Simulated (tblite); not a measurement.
C7H6N3 (doublet state).
Cartesian coordinates in Å at the GFN2-xTB level; atoms count from 1:
```
atom  x, y, z in Å
C1     3.203   -0.600    0.919
C2     2.142   -0.175    0.232
N3     1.599    1.054    0.478
C4     0.376    1.360    0.309
C5    -0.721    0.490   -0.073
C6    -1.992    0.976   -0.436
N7    -2.974    0.170   -0.761
C8    -2.782   -1.134   -0.857
C9    -1.526   -1.615   -0.500
N10   -0.602   -0.840   -0.083
H11    3.607   -0.015    1.727
H12    3.651   -1.557    0.723
H13    1.711   -0.789   -0.557
H14    0.111    2.399    0.485
H15   -2.202    2.036   -0.452
H16   -3.610   -1.749   -1.165
```

The geometry is computed with GFN2-xTB (gas phase). This method treats the open shell by occupation alone, without spin polarisation.

Take the most abundant isotopes and a rigid rotor. The values belong to one conformer with, in the numbering `[CH2:1]=[CH:2]/[N:3]=[CH:4]\[c:5]1[cH:6][n:7][cH:8][c:9][n:10]1`, C1–C2–N3–C4 -151°, N3–C4–C5–C6 -170°.

Problem. What are A, B and C (GHz)?

Solution. Ia = 130.61, Ib = 599.58, Ic = 723.77 u·Å²; 505379 MHz·u·Å²/I gives 3869, 842.9 and 698.3 MHz, that is A = 3.8692, B = 0.8429, C = 0.6983 GHz.

Problem. Classify the top.

Solution. A near-prolate asymmetric top: κ = (2 × 842.9 − 3869 − 698.3)/(3869 − 698.3) = -0.91.

Problem. What does the inertial defect say?

Solution. Not planar: Δ = Ic − Ia − Ib = -6.42 u·Å². For a rigid frame Δ = −2 Σ m c², so Σ m c² = 3.21 u·Å² lies off the ab plane: 1.46 from hydrogen and 1.75 from heavier atoms. The atom farthest from that plane is 0.90 Å away.

Problem. Give the other two planar moments, Paa and Pbb, and the rms extents of the mass along the axes.

Solution. Paa = Σ m a² = (Ib + Ic − Ia)/2 = 596.37 and Pbb = Σ m b² = (Ia + Ic − Ib)/2 = 127.40 u·Å². With the mass M = 132.06 u, the rms extents √(P/M) along a, b and c are 2.13, 0.98, 0.16 Å.

Problem. Where do the levels up to J = 5 lie, in MHz?

Solution. Above 0(0,0):
J = 1: 1(0,1) 1541, 1(1,1) 4567, 1(1,0) 4712
J = 2: 2(0,2) 4618, 2(1,2) 7505, 2(1,1) 7939, 2(2,1) 17018, 2(2,0) 17023
J = 3: 3(0,3) 9222, 3(1,3) 11909, 3(1,2) 12776, 3(2,2) 21642, 3(2,1) 21667, 3(3,1) 37138, 3(3,0) 37138
J = 4: 4(0,4) 15336, 4(1,4) 17774, 4(1,3) 19220, 4(2,3) 27802, 4(2,2) 27878, 4(3,2) 43312, 4(3,1) 43313, 4(4,1) 64994, 4(4,0) 64994
J = 5: 5(0,5) 22942, 5(1,5) 25097, 5(1,4) 27264, 5(2,4) 35497, 5(2,3) 35672, 5(3,3) 51034, 5(3,2) 51037, 5(4,2) 72711, 5(4,1) 72711, 5(5,1) 100588, 5(5,0) 100588

Problem. Estimate the classical rotational partition function at 10 K, 25 K and 100 K.

Solution. Point group C1, symmetry number σ = 1; q = (√π/σ)·√((kT/h)³/(ABC)), k/h = 20836.6 MHz/K: 3530 at 10 K, 14000 at 25 K, 112000 at 100 K.

For this open shell read J as N, the rotation without spin; fine and hyperfine splittings come on top. Its GFN2-xTB frequencies are all real (lowest 42 cm⁻¹). Constants of a rigid frame at the computed geometry: no zero-point averaging, no centrifugal distortion.
